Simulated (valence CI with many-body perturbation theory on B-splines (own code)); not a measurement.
# Forbidden lines of Cs XVII

Calculated by valence CI with perturbative core correlation (CI+MBPT): three valence electrons over a frozen Dirac-Fock core [Kr], a basis of 9 s, 9 p, 10 d, 8 f, 5 g, 3 h, 1 i functions for each j, with the one-electron correlation potential Σ1 (screened to all orders), the two-electron term Σ2, the three-electron term Σ3, Breit, model QED; selected single and double excitations, second order for the rest (own B-spline code, finite nucleus).

No measured spectrum was set against this ion. As an estimate, terms of the open shell hold to 2 to 4 % of their energy, and close levels can change places. Only levels of the ground parity were solved; by the run's estimate the other parity begins above the list, which can be wrong where configurations are misplaced.

Lines 51 to 73 of 73 in falling wavelength, among levels below 133530 cm⁻¹, chosen from the decays that carry over 1 % of a level's rate. Wavelengths and rates use the calculated energies, so an error of 2000 cm⁻¹ moves a line at 177.8 nm by 3.6 % and its rate by three times that or more. Electric multipoles are in the length gauge, E1 and E2 with the static RPA response of the core. Weak lines are less certain than strong ones. Lines between different terms over intervals too small for the method are left out, as are lines whose strength nearly cancels. The highest levels of a list are the least certain.

Names give the largest LS component (configuration and term), which can be under half, so a name can repeat, a term be missing and a line seem to break the LS rules; names also repeat where a configuration has a term twice. Letters in brackets count levels of one name in rising energy.

| λ vac (nm) | Upper | Lower | Type | A (s⁻¹) | Branch % |
| --- | --- | --- | --- | --- | --- |
| 177.8 | 4d3 2P_3/2 | 4d3 4P_3/2 | M1 | 2.98e+01 | 4.1 |
| 169.0 | 4d3 2F_5/2 | 4d3 4F_7/2 | M1 | 5.65e+00 | 2.7 |
| 168.2 | 4d3 2D_5/2 [a] | 4d3 4F_5/2 | M1 | 4.89e+01 | 13.1 |
| 168.2 | 4d3 2D_3/2 [a] | 4d3 4F_3/2 | M1 | 1.00e+02 | 13.9 |
| 164.2 | 4d3 2F_7/2 | 4d3 4F_7/2 | M1 | 2.15e+01 | 9.6 |
| 159.9 | 4d3 2D_3/2 [b] | 4d3 2P_1/2 | M1 | 3.48e+01 | 4.0 |
| 158.2 | 4d3 2P_1/2 | 4d3 4F_3/2 | M1 | 1.17e+01 | 3.4 |
| 150.9 | 4d3 2D_3/2 [b] | 4d3 2D_3/2 [a] | M1 | 8.79e+01 | 10.2 |
| 144.6 | 4d3 2D_5/2 [b] | 4d3 2D_3/2 [a] | M1 | 3.80e+02 | 25.6 |
| 140.0 | 4d3 2F_7/2 | 4d3 4F_5/2 | M1 | 2.95e+01 | 13.2 |
| 137.1 | 4d3 2D_5/2 [a] | 4d3 4F_3/2 | M1 | 7.17e+00 | 1.9 |
| 135.6 | 4d3 2D_3/2 [b] | 4d3 4P_5/2 | M1 | 2.32e+01 | 2.7 |
| 135.5 | 4d3 2P_3/2 | 4d3 4F_5/2 | M1 | 1.39e+02 | 19.4 |
| 130.5 | 4d3 2D_5/2 [b] | 4d3 4P_5/2 | M1 | 3.50e+02 | 23.5 |
| 129.2 | 4d3 2D_3/2 [b] | 4d3 2G_7/2 | E2 | 2.12e+01 | 2.5 |
| 124.5 | 4d3 2D_5/2 [b] | 4d3 2G_7/2 | M1 | 1.07e+02 | 7.2 |
| 120.1 | 4d3 2F_5/2 | 4d3 4F_3/2 | M1 | 6.49e+01 | 31.1 |
| 114.5 | 4d3 2P_3/2 | 4d3 4F_3/2 | M1 | 2.78e+01 | 3.9 |
| 111.2 | 4d3 2D_3/2 [b] | 4d3 4P_1/2 | M1 | 3.57e+01 | 4.1 |
| 105.6 | 4d3 2D_3/2 [b] | 4d3 4P_3/2 | M1 | 1.06e+02 | 12.3 |
| 95.65 | 4d3 2D_5/2 [b] | 4d3 4F_7/2 | M1 | 8.45e+01 | 5.7 |
| 89.12 | 4d3 2D_3/2 [b] | 4d3 4F_5/2 | M1 | 1.02e+02 | 11.9 |
| 79.53 | 4d3 2D_3/2 [b] | 4d3 4F_3/2 | M1 | 1.09e+01 | 1.3 |
